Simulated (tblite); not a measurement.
Record of a relaxation.

C7H10Cl (doublet state).
Atom-mapped SMILES: `[Cl:1][C@@H:2]1[CH2:3][C@@:4]12[CH2:5][CH:6][CH2:7][CH2:8]2` (hydrogens: H9 on C2; H10, H11 on C3; H12, H13 on C5; H14 on C6; H15, H16 on C7; H17, H18 on C8)

Computed with GFN2-xTB (tblite), gas phase: L-BFGS steps from a force-field or distance-geometry start until the largest atomic force falls under 0.01 eV/Å. 6 of its 87 geometries are shown.

Step 0: E = -667.2203 eV, largest atomic force 2.315 eV/Å
```
atom  x, y, z in Å  |  force x, y, z in eV/Å
Cl1    -1.369    0.616   -2.777   -0.595  -0.135   0.388
C2     -1.690    0.140   -1.091   -0.605   0.634   0.428
C3     -1.290    1.114    0.025   -0.527   1.017  -0.551
C4     -0.472   -0.087   -0.291   -0.403  -0.309   0.434
C5     -0.268   -1.197    0.695    0.319  -0.011   0.851
C6      0.832   -0.596    1.552    1.155  -1.356  -1.479
C7      1.643    0.277    0.590    0.422   0.196   1.227
C8      0.919    0.206   -0.742    0.262  -0.252  -0.580
H9     -2.653   -0.357   -0.852    0.900  -0.032  -0.801
H10    -0.897    2.094   -0.341   -0.368  -0.892   0.649
H11    -1.921    1.167    0.928    0.410  -0.032  -0.726
H12     0.217   -2.063    0.172   -0.755   0.287   0.334
H13    -1.145   -1.511    1.275    0.186  -0.005  -0.306
H14     1.480   -1.397    1.954   -0.575   0.713   0.721
H15     1.695    1.340    0.953    0.199  -0.937  -0.268
H16     2.651   -0.191    0.546   -0.317   0.832  -0.023
H17     1.277   -0.685   -1.291    0.087   0.647  -0.182
H18     0.981    1.134   -1.316    0.206  -0.366  -0.116
```

Step 17: E = -668.0709 eV, largest atomic force 0.223 eV/Å
```
atom  x, y, z in Å  |  force x, y, z in eV/Å
Cl1    -1.545    0.700   -2.772    0.037  -0.073   0.050
C2     -1.661    0.150   -1.103   -0.014   0.040  -0.004
C3     -1.343    1.116    0.002   -0.038  -0.074  -0.030
C4     -0.436   -0.052   -0.281    0.031   0.037   0.034
C5     -0.258   -1.198    0.706   -0.011   0.049   0.017
C6      1.053   -0.880    1.327   -0.076   0.165  -0.129
C7      1.746    0.188    0.566    0.040  -0.032  -0.059
C8      0.974    0.226   -0.758    0.026   0.025   0.028
H9     -2.494   -0.527   -0.971   -0.005   0.010  -0.077
H10    -0.972    2.094   -0.278   -0.127  -0.076   0.053
H11    -1.997    1.109    0.863    0.107   0.019  -0.006
H12    -0.208   -2.146    0.150   -0.069  -0.043   0.013
H13    -1.068   -1.290    1.431   -0.071   0.025   0.030
H14     1.358   -1.222    2.291    0.055  -0.079   0.125
H15     1.653    1.162    1.069    0.011  -0.029   0.036
H16     2.813    0.003    0.439    0.084  -0.048  -0.017
H17     1.299   -0.594   -1.402    0.040   0.079  -0.051
H18     1.077    1.167   -1.292   -0.019   0.005  -0.013
```

Step 34: E = -668.1143 eV, largest atomic force 0.120 eV/Å
```
atom  x, y, z in Å  |  force x, y, z in eV/Å
Cl1    -1.476    0.667   -2.795    0.028  -0.041   0.036
C2     -1.637    0.104   -1.136   -0.069   0.089  -0.005
C3     -1.403    1.085   -0.021   -0.043  -0.040  -0.011
C4     -0.427   -0.029   -0.275    0.011   0.074   0.044
C5     -0.288   -1.134    0.758    0.022  -0.018  -0.011
C6      1.050   -0.864    1.334    0.025  -0.050   0.095
C7      1.798    0.144    0.547   -0.027  -0.001  -0.019
C8      0.979    0.286   -0.741   -0.005  -0.012  -0.015
H9     -2.440   -0.617   -1.053    0.031   0.030  -0.005
H10    -1.110    2.094   -0.278   -0.068  -0.093  -0.005
H11    -2.041    1.009    0.849   -0.027   0.095  -0.064
H12    -0.327   -2.124    0.277   -0.010   0.010  -0.013
H13    -1.096   -1.113    1.497    0.056  -0.025   0.022
H14     1.398   -1.294    2.254    0.011   0.026  -0.059
H15     1.817    1.116    1.062    0.074  -0.033   0.088
H16     2.840   -0.143    0.368   -0.041   0.022   0.001
H17     1.293   -0.458   -1.474    0.031   0.001  -0.056
H18     1.060    1.276   -1.186    0.001  -0.034  -0.023
```

Step 52: E = -668.1350 eV, largest atomic force 0.035 eV/Å
```
atom  x, y, z in Å  |  force x, y, z in eV/Å
Cl1    -1.371    0.591   -2.815   -0.001  -0.025   0.022
C2     -1.613    0.070   -1.152   -0.011   0.001  -0.004
C3     -1.486    1.087   -0.057   -0.014  -0.004  -0.025
C4     -0.442    0.019   -0.225    0.001   0.014   0.001
C5     -0.293   -1.085    0.811   -0.002  -0.005  -0.010
C6      1.083   -0.896    1.323    0.010  -0.015   0.027
C7      1.844    0.097    0.533   -0.004   0.000  -0.004
C8      0.963    0.353   -0.695   -0.007   0.013  -0.014
H9     -2.384   -0.687   -1.099    0.003   0.001   0.012
H10    -1.241    2.098   -0.345    0.017  -0.008   0.025
H11    -2.177    1.017    0.771    0.017   0.022  -0.021
H12    -0.416   -2.071    0.336    0.003  -0.020   0.002
H13    -1.052   -1.027    1.599    0.003   0.009   0.003
H14     1.458   -1.371    2.208    0.001  -0.006  -0.013
H15     1.993    1.026    1.103   -0.019   0.007   0.008
H16     2.844   -0.255    0.261   -0.005  -0.014   0.009
H17     1.238   -0.331   -1.500    0.010   0.007  -0.018
H18     1.044    1.371   -1.071   -0.002   0.026   0.001
```

Step 69: E = -668.1372 eV, largest atomic force 0.017 eV/Å
```
atom  x, y, z in Å  |  force x, y, z in eV/Å
Cl1    -1.364    0.542   -2.825   -0.006  -0.001   0.009
C2     -1.611    0.058   -1.153   -0.001   0.004   0.003
C3     -1.489    1.090   -0.072   -0.004   0.000   0.000
C4     -0.443    0.021   -0.221   -0.001   0.003   0.005
C5     -0.296   -1.081    0.818   -0.001  -0.002   0.000
C6      1.087   -0.909    1.316   -0.001  -0.005   0.006
C7      1.846    0.091    0.533    0.002   0.000   0.003
C8      0.960    0.373   -0.686   -0.002  -0.001   0.000
H9     -2.382   -0.697   -1.083    0.009   0.001  -0.006
H10    -1.232    2.097   -0.364   -0.005  -0.004  -0.006
H11    -2.188    1.035    0.750    0.003   0.003   0.000
H12    -0.439   -2.068    0.352    0.001   0.002   0.002
H13    -1.046   -1.006    1.614    0.006   0.005  -0.002
H14     1.474   -1.407    2.183   -0.003  -0.009  -0.006
H15     2.003    1.009    1.117   -0.011   0.012   0.003
H16     2.842   -0.265    0.252    0.003  -0.005  -0.006
H17     1.239   -0.281   -1.514    0.003  -0.002  -0.002
H18     1.031    1.404   -1.029    0.008   0.000  -0.003
```

Step 86: E = -668.1376 eV, largest atomic force 0.009 eV/Å
```
atom  x, y, z in Å  |  force x, y, z in eV/Å
Cl1    -1.373    0.536   -2.825    0.002  -0.003  -0.004
C2     -1.611    0.055   -1.151   -0.001   0.003  -0.004
C3     -1.489    1.093   -0.076   -0.001  -0.005  -0.001
C4     -0.441    0.025   -0.221   -0.003  -0.004   0.002
C5     -0.298   -1.076    0.820   -0.001  -0.003   0.004
C6      1.089   -0.916    1.311    0.002  -0.006   0.003
C7      1.845    0.094    0.538    0.000   0.000   0.000
C8      0.962    0.374   -0.685   -0.004   0.002   0.001
H9     -2.377   -0.705   -1.076   -0.001   0.008  -0.003
H10    -1.236    2.098   -0.379   -0.001  -0.005   0.008
H11    -2.185    1.044    0.750    0.001   0.000  -0.002
H12    -0.450   -2.063    0.356    0.001   0.002   0.002
H13    -1.043   -0.994    1.619    0.002   0.005   0.002
H14     1.484   -1.439    2.160   -0.001  -0.001  -0.003
H15     1.987    1.012    1.126   -0.002   0.003  -0.002
H16     2.846   -0.251    0.261    0.001   0.001  -0.002
H17     1.243   -0.283   -1.510    0.000   0.001   0.005
H18     1.037    1.404   -1.031    0.004   0.001  -0.005
```

**Question.** Summarise the path.

**Answer.** The energy falls by 88.51 kJ/mol from step 0 to step 86; nine tenths of that is first reached at step 14. It falls at every step. The largest force goes from 2.315 to 0.009 eV/Å. Among the bonds C6–C7 changes most, from 1.531 to 1.479 Å; the atoms move by 0.378 Å rms after alignment.

The cost below is that of the whole relaxation. Hardware: one thread of an Arm Neoverse V1, shared host with 32 logical CPUs at a one-minute load of 36. Cost: 0.66 s wall.
